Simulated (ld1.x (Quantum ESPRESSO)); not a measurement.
**Which change was made? (Ge, PAW)**

* Element: Ge (Z = 32)
* Generator: ld1.x (Quantum ESPRESSO) 7.5
* Type: PAW
* Functional: LDA (PZ)
* Relativity: scalar-relativistic
* Frozen core: [Ar]
* Valence charge: 14
* Reference configuration: 3d10 4s2 4p0.5 (charge +1.5)
* Partial waves: 4s (bound): rcut 1.65, rcutus 1.85 bohr; 4s channel at -0.8 Ry: rcut 1.65, rcutus 1.85 bohr; 4p (bound): rcut 1.75, rcutus 2.25 bohr; 4p channel at -0.8 Ry: rcut 1.75, rcutus 2.25 bohr; 3d (bound): rcut 0.60, rcutus 0.65 bohr; 3d channel at -1.4 Ry: rcut 0.60, rcutus 0.65 bohr; 4f channel at 0.05 Ry: rcut 1.75, rcutus 2.00 bohr
* Local potential: all-electron potential smoothed inside 1.60 bohr (lloc = -1)
* Core correction: a·sin(br)/r model core, default radius (ld1.x builds one for every PAW set, though the input has nlcc=.false.)
* Augmentation charge: GAUSS, radius 0.65 bohr

Cutoffs, loose and tight: the cutoffs (Ry, on a coarse ladder) from which the occupation-weighted sum of valence levels, in a spherical-Bessel basis at the reference potential, stays within 10 and 1 mRy of its value at 400 Ry. They do not see the model core or the augmentation charge, which bear on the density cutoff. Test errors are all-electron minus pseudo excitation energies from the reference, over the configurations 3d10 4s2 4p2; 3d10 4s2 4p1; 3d10 4s2 4p0; 3d10 4s2 4p2.3; 3d9 4s2 4p3; 3d10 4s1 4p3; 3d10 4s0 4p4 (two spin-polarised tests are not counted in the largest error); variants that change the core or the reference have their own tests.

The base gives: outcome: generated; cutoff, loose: over 300 Ry; cutoff, tight: over 300 Ry; bound ghosts: none; largest test error (meV): -60.

Q: After one change the result is: outcome: generated; cutoff, loose: over 300 Ry; cutoff, tight: over 300 Ry; bound ghosts: none; largest test error (meV): -126. Which change was it?
A. all radii but the core radius scaled by about 1.39 (s 2.58, p 3.14, d 0.90, f 2.78 bohr, rcut 2.30/2.44/0.84/2.44); local potential all-electron potential smoothed inside 2.22 bohr (lloc = -1); augmentation GAUSS, radius 0.90 bohr
B. all radii but the core radius scaled by about 0.93 (s 1.72, p 2.08, d 0.60, f 1.86 bohr, rcut 1.54/1.62/0.56/1.62); local potential all-electron potential smoothed inside 1.48 bohr (lloc = -1); augmentation GAUSS, radius 0.60 bohr
C. all radii but the core radius scaled by about 1.22 (s 2.26, p 2.74, d 0.80, f 2.44 bohr, rcut 2.02/2.14/0.74/2.14); local potential all-electron potential smoothed inside 1.96 bohr (lloc = -1); augmentation GAUSS, radius 0.80 bohr
D. all radii but the core radius scaled by about 0.74 (s 1.38, p 1.68, d 0.48, f 1.48 bohr, rcut 1.22/1.30/0.44/1.30); local potential all-electron potential smoothed inside 1.20 bohr (lloc = -1); augmentation GAUSS, radius 0.48 bohr

A: B. The others give: all radii but the core radius scaled by about 1.39 (s 2.58, p 3.14, d 0.90, f 2.78 bohr, rcut 2.30/2.44/0.84/2.44); local potential all-electron potential smoothed inside 2.22 bohr (lloc = -1); augmentation GAUSS, radius 0.90 bohr → outcome: generated, overlap not positive; bound ghosts: not determined (overlap not positive); largest test error (meV): +269 | all radii but the core radius scaled by about 0.74 (s 1.38, p 1.68, d 0.48, f 1.48 bohr, rcut 1.22/1.30/0.44/1.30); local potential all-electron potential smoothed inside 1.20 bohr (lloc = -1); augmentation GAUSS, radius 0.48 bohr → outcome: failed: new_paw_hamiltonian: negative rho | all radii but the core radius scaled by about 1.22 (s 2.26, p 2.74, d 0.80, f 2.44 bohr, rcut 2.02/2.14/0.74/2.14); local potential all-electron potential smoothed inside 1.96 bohr (lloc = -1); augmentation GAUSS, radius 0.80 bohr → outcome: generated; cutoff, loose: 260 Ry; cutoff, tight: over 300 Ry; bound ghosts: none; largest test error (meV): +126. A file whose overlap is not positive is unfit for use, and its test errors describe a broken file.
